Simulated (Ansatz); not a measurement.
C4H10Cd, charge -1, doublet, geometry from GFN2-xTB (such geometries of metal compounds can be far from the true shape) (a state made from the parent by changing its charge; the spin is typed, not shown lowest) (core potentials on Cd) (a gas-phase anion, which may not be bound at this level). Base run: PBE/def2-SV(P) (Ansatz, a quantum-chemistry and plane-wave program).

Input for Ansatz:
Ansatz 0.2 input:
```yaml
crystal:
  periodic: [false, false, false]
  atoms:
    - {symbol: Cd, position_ang: [0.61871508, 0.17385886, 0.12091495]}
    - {symbol: C, position_ang: [-1.05596693, -0.76951220, 2.04049801]}
    - {symbol: C, position_ang: [-0.76221012, -2.26703958, 2.10367135]}
    - {symbol: H, position_ang: [-2.08139918, -0.64062863, 1.64384138]}
    - {symbol: H, position_ang: [-1.08386799, -0.38373978, 3.07767698]}
    - {symbol: H, position_ang: [0.20903105, -2.45498206, 2.57467417]}
    - {symbol: H, position_ang: [-0.73439591, -2.70012617, 1.09636941]}
    - {symbol: H, position_ang: [-1.50969502, -2.84993609, 2.68017020]}
    - {symbol: C, position_ang: [-0.46840935, 0.34174745, -2.36173853]}
    - {symbol: C, position_ang: [-1.01204936, 1.76751606, -2.42906994]}
    - {symbol: H, position_ang: [-1.33083013, -0.35217598, -2.37407701]}
    - {symbol: H, position_ang: [0.08958836, 0.14494115, -3.29728625]}
    - {symbol: H, position_ang: [-0.19526239, 2.49344179, -2.51059825]}
    - {symbol: H, position_ang: [-1.58376293, 2.00790460, -1.52437936]}
    - {symbol: H, position_ang: [-1.68591544, 1.95380547, -3.29047411]}
basis:
  gaussian:
    orbitals: def2-SV_P_.json
hamiltonian:
  xc: pbe
total_charge: -1
magnetization: {spin_polarized: true, initial_magnetization: 1}
```
The basis file holds def2-SV(P) in the JSON format of the Basis Set Exchange.

The base run was repeated with changes; each row names its change, and settings that it needs were set with it.

```
change                                                                 basis functions       E (Eh)
---------------------------------------------------------------------  ---------------  -----------
base                                                                               100   -325.72321
basis = x2c-SVPall; relativity = spin-free X2C; nucleus = Gaussian                 162  -5751.07559
basis = jorge-DZP-DKH; relativity = spin-free X2C; nucleus = Gaussian              158  -5745.74778
basis = ANO-RCC-VDZP; relativity = none                                            149  -5490.89313
basis = x2c-SVPall; relativity = spin-free X2C                                     162  -5751.17355
basis = x2c-SVPall; relativity = none                                              162  -5521.43353
basis = ANO-RCC-VDZP; relativity = spin-free X2C; nucleus = Gaussian               149  -5751.62409
basis = jorge-DZP-DKH; relativity = none                                           158  -5577.91411
basis = jorge-DZP-DKH; relativity = spin-free X2C                                  158  -5745.85757
basis = ANO-RCC-VDZP; relativity = spin-free X2C                                   149  -5751.75419
```

Total energies compare only within one method and basis.

Ansatz warned in this series: the basis is contracted for relativity, which the run leaves out.

A gas-phase anion may not be bound at this level; its values then depend on the basis.

Basis sets contracted for a relativistic Hamiltonian are a mismatch without it, so the rows without relativity aren't non-relativistic limits. No row has spin-orbit coupling; sets with core potentials leave out the core electrons.
